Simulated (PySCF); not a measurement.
# Computed records: CH6AlBN, BH5NSi, BH4N2Si, B2HO2 and others

All values are calculated (PySCF 2.14.0). Calculation on a computer-drawn molecule: the log of a Hartree-Fock and frozen-core CCSD(T) single point meant for a local Hartree-Fock minimum, with one planted fault or none, to be diagnosed. Offsets are logged minus clean, where the clean run is the same molecule without the fault. The reference is restricted for singlets and unrestricted otherwise, and also for a bond in bohr or an excited solution. Adding or removing an electron swaps singlet and doublet. The excited solution moves the top pair (singlet) or top alpha electron (doublet) to the lowest empty orbital. Highest occupied and lowest empty are orbital energies over both spins, largest force is the largest gradient component, triples share is (T) over the correlation energy, the T1 limit is 0.02 restricted and 0.045 unrestricted, electrons count all cores, a negative frequency is imaginary (commonest isotopes), and the dipole is about the centre of nuclear charge.

Common to all runs: meant charge 0; meant multiplicity 2; logged SCF converged yes; possible faults no fault, one electron removed, one electron added, multiplicity raised by two, geometry at a saddle point, SCF held on an excited solution, minimal basis STO-3G, one bond length entered in bohr, all coordinates scaled.

(1) CH6AlBN

Logged structure:
```xyz
10
CH6AlBN
B      0.6851     0.8752    -0.7763
N     -0.6620     1.1437    -0.6668
C     -1.3383     1.9169     0.3836
Al    -2.8313     0.9669     1.2854
H      1.5175     1.2459     0.0068
H     -1.2759     0.7812    -1.3692
H     -1.6825     2.8799    -0.0202
H     -0.5915     2.1842     1.1377
H     -3.4106     1.5372     2.6427
H     -3.4454    -0.3315     0.6223
```

```
meant basis                          : cc-pV(D+d)Z
logged electrons                     : 37
logged basis functions               : 95
logged spin squared                  : 0.7596
logged highest occupied              : -8.4983 eV
logged lowest empty                  : 1.0788 eV
logged largest force                 : 1.601e-05 hartree/bohr
logged lowest frequency              : 73.13 cm⁻¹
logged T1 diagnostic                 : 0.014785
logged D1 diagnostic                 : 0.060874
logged triples share                 : 0.028427
logged CC converged                  : yes
logged dipole magnitude              : 2.0777 debye
logged SCF stable within its kind    : yes
logged energy HF                     : -362.367 hartree
logged energy CCSD(T)                : -362.87358 hartree
planted fault                        : no fault
HF energy offset from clean run      : 0 kcal/mol
CCSD(T) energy offset from clean run : 0 kcal/mol
```

Drawn bonds:
| atom | other atom | order |
| --- | --- | --- |
| 1 | 2 | 1 |
| 2 | 3 | 1 |
| 3 | 4 | 1 |
| 1 | 5 | 1 |
| 2 | 6 | 1 |
| 3 | 7 | 1 |
| 3 | 8 | 1 |
| 4 | 9 | 1 |
| 4 | 10 | 1 |

(2) CH6AlBN

Structure as in entry 1.

```
meant basis                          : cc-pV(D+d)Z
logged electrons                     : 37
logged basis functions               : 95
logged spin squared                  : 3.7725
logged highest occupied              : -4.9887 eV
logged lowest empty                  : -2.1025 eV
logged largest force                 : 0.11423 hartree/bohr
logged T1 diagnostic                 : 0.026642
logged D1 diagnostic                 : 0.14859
logged triples share                 : 0.031971
logged CC converged                  : yes
logged dipole magnitude              : 5.494 debye
logged SCF stable within its kind    : yes
logged energy HF                     : -362.20597 hartree
logged energy CCSD(T)                : -362.70815 hartree
planted fault                        : multiplicity raised by two
HF energy offset from clean run      : 101 kcal/mol
CCSD(T) energy offset from clean run : 103.8 kcal/mol
```

Drawn bonds:
| atom | other atom | order |
| --- | --- | --- |
| 1 | 2 | 1 |
| 2 | 3 | 1 |
| 3 | 4 | 1 |
| 1 | 5 | 1 |
| 2 | 6 | 1 |
| 3 | 7 | 1 |
| 3 | 8 | 1 |
| 4 | 9 | 1 |
| 4 | 10 | 1 |

(3) BH5NSi

Logged structure:
```xyz
8
BH5NSi
B     -1.2520     0.1395    -0.8865
N     -0.8082    -0.0908     0.4161
Si    -1.4082    -1.2692     1.5675
H     -2.9360    -1.0032    -1.8868
H     -0.0516     0.4921     0.7296
H     -1.8985    -0.5901     2.7881
H     -2.5038    -2.0166     0.9247
H     -0.3235    -2.1935     1.9679
```

```
meant basis                          : cc-pV(D+d)Z
logged electrons                     : 31
logged basis functions               : 76
logged spin squared                  : 1.0288
logged highest occupied              : -9.6692 eV
logged lowest empty                  : 2.3247 eV
logged largest force                 : 0.011352 hartree/bohr
logged T1 diagnostic                 : 0.034461
logged D1 diagnostic                 : 0.13236
logged triples share                 : 0.029722
logged CC converged                  : yes
logged dipole magnitude              : 3.1579 debye
logged SCF stable within its kind    : yes
logged energy HF                     : -370.88137 hartree
logged energy CCSD(T)                : -371.26671 hartree
planted fault                        : one bond length entered in bohr, row 3 of the drawn bonds
HF energy offset from clean run      : 61.04 kcal/mol
CCSD(T) energy offset from clean run : 62.56 kcal/mol
```

Drawn bonds:
| atom | other atom | order |
| --- | --- | --- |
| 1 | 2 | 1 |
| 2 | 3 | 1 |
| 1 | 4 | 1 |
| 2 | 5 | 1 |
| 3 | 6 | 1 |
| 3 | 7 | 1 |
| 3 | 8 | 1 |

(4) BH4N2Si

Logged structure:
```xyz
8
BH4N2Si
B      0.5208     1.9791    -0.9727
N      0.9006     0.7393    -0.4271
Si     2.0907     0.4448     0.7840
N      3.0347     1.3965     1.5780
H      0.9982     3.0281    -0.6504
H      0.4232    -0.0713    -0.7823
H      2.1259    -0.9993     1.0214
H      3.1217     2.3913     1.5240
```

```
meant basis                       : cc-pV(D+d)Z
logged electrons                  : 37
logged basis functions            : 85
logged spin squared               : 0.7871
logged highest occupied           : -6.1488 eV
logged lowest empty               : -0.080754 eV
logged largest force              : 0.045045 hartree/bohr
logged dipole magnitude           : 4.4564 debye
logged SCF stable within its kind : no
logged energy HF                  : -424.71369 hartree
planted fault                     : SCF held on an excited solution
HF energy offset from clean run   : 67.72 kcal/mol
```

Drawn bonds:
| atom | other atom | order |
| --- | --- | --- |
| 1 | 2 | 1 |
| 2 | 3 | 1 |
| 3 | 4 | 2 |
| 1 | 5 | 1 |
| 2 | 6 | 1 |
| 3 | 7 | 1 |
| 4 | 8 | 1 |

Notes: coupled-cluster numbers left out as unreliable.

(5) B2HO2

Logged structure:
```xyz
5
B2HO2
B     -0.0086     0.7451    -0.3815
O     -0.8423    -0.3624    -0.6771
B     -1.9275    -0.4972    -1.5092
O     -2.9113    -0.6688    -2.2469
H      0.9359     0.6287     0.4230
```

```
meant basis                          : cc-pVDZ
logged electrons                     : 27
logged basis functions               : 61
logged spin squared                  : 0.7532
logged highest occupied              : -10.502 eV
logged lowest empty                  : 1.5705 eV
logged largest force                 : 0.067837 hartree/bohr
logged T1 diagnostic                 : 0.021385
logged D1 diagnostic                 : 0.05073
logged triples share                 : 0.031586
logged CC converged                  : yes
logged dipole magnitude              : 3.5484 debye
logged SCF stable within its kind    : yes
logged energy HF                     : -199.74152 hartree
logged energy CCSD(T)                : -200.27308 hartree
planted fault                        : all coordinates scaled, by +4.2 %
HF energy offset from clean run      : 6.714 kcal/mol
CCSD(T) energy offset from clean run : 0.6935 kcal/mol
```

Drawn bonds:
| atom | other atom | order |
| --- | --- | --- |
| 1 | 2 | 1 |
| 2 | 3 | 1 |
| 3 | 4 | 2 |
| 1 | 5 | 1 |

(6) B2HO2

Logged structure:
```xyz
5
B2HO2
B     -0.0083     0.7150    -0.3661
O     -0.8083    -0.3478    -0.6498
B     -1.8498    -0.4771    -1.4484
O     -2.7939    -0.6419    -2.1563
H      0.8981     0.6034     0.4060
```

```
meant basis                          : cc-pVDZ
logged electrons                     : 27
logged basis functions               : 21
logged spin squared                  : 0.7528
logged highest occupied              : -7.6928 eV
logged lowest empty                  : 6.7338 eV
logged largest force                 : 0.02648 hartree/bohr
logged T1 diagnostic                 : 0.024211
logged D1 diagnostic                 : 0.071883
logged triples share                 : 0.06072
logged CC converged                  : yes
logged dipole magnitude              : 1.6865 debye
logged SCF stable within its kind    : yes
logged energy HF                     : -197.06348 hartree
logged energy CCSD(T)                : -197.2756 hartree
planted fault                        : minimal basis STO-3G
HF energy offset from clean run      : 1687 kcal/mol
CCSD(T) energy offset from clean run : 1882 kcal/mol
```

Drawn bonds:
| atom | other atom | order |
| --- | --- | --- |
| 1 | 2 | 1 |
| 2 | 3 | 1 |
| 3 | 4 | 2 |
| 1 | 5 | 1 |

(7) CH5B2O

Logged structure:
```xyz
9
CH5B2O
B     -1.6468     3.3274    -0.8196
O     -0.9894     2.6158     0.1145
B      0.2959     2.8030     0.5728
C      0.8775     1.8457     1.6719
H     -2.7766     3.0567    -1.1322
H      0.9451     3.7017     0.1064
H      1.2585     2.4275     2.5183
H      0.1545     1.1145     2.0375
H      1.7437     1.3100     1.2648
```

```
meant basis                          : cc-pVDZ
logged electrons                     : 30
logged basis functions               : 81
logged spin squared                  : 0
logged highest occupied              : 1.0911 eV
logged lowest empty                  : 8.2412 eV
logged largest force                 : 0.084606 hartree/bohr
logged T1 diagnostic                 : 0.01401
logged D1 diagnostic                 : 0.04773
logged triples share                 : 0.027851
logged CC converged                  : yes
logged dipole magnitude              : 9.9464 debye
logged SCF stable within its kind    : yes
logged energy HF                     : -164.96043 hartree
logged energy CCSD(T)                : -165.52122 hartree
planted fault                        : one electron added
HF energy offset from clean run      : 52.84 kcal/mol
CCSD(T) energy offset from clean run : 29.5 kcal/mol
```

Drawn bonds:
| atom | other atom | order |
| --- | --- | --- |
| 1 | 2 | 1 |
| 2 | 3 | 1 |
| 3 | 4 | 1 |
| 1 | 5 | 1 |
| 3 | 6 | 1 |
| 4 | 7 | 1 |
| 4 | 8 | 1 |
| 4 | 9 | 1 |

Notes: highest electron not bound in this basis.

(8) CH5B2O

Structure as in entry 7.

```
meant basis                          : cc-pVDZ
logged electrons                     : 29
logged basis functions               : 25
logged spin squared                  : 0.7524
logged highest occupied              : -6.8911 eV
logged lowest empty                  : 6.3812 eV
logged largest force                 : 0.022033 hartree/bohr
logged T1 diagnostic                 : 0.015332
logged D1 diagnostic                 : 0.061394
logged triples share                 : 0.026081
logged CC converged                  : yes
logged dipole magnitude              : 0.68158 debye
logged SCF stable within its kind    : yes
logged energy HF                     : -162.92814 hartree
logged energy CCSD(T)                : -163.13322 hartree
planted fault                        : minimal basis STO-3G
HF energy offset from clean run      : 1328 kcal/mol
CCSD(T) energy offset from clean run : 1528 kcal/mol
```

Drawn bonds:
| atom | other atom | order |
| --- | --- | --- |
| 1 | 2 | 1 |
| 2 | 3 | 1 |
| 3 | 4 | 1 |
| 1 | 5 | 1 |
| 3 | 6 | 1 |
| 4 | 7 | 1 |
| 4 | 8 | 1 |
| 4 | 9 | 1 |
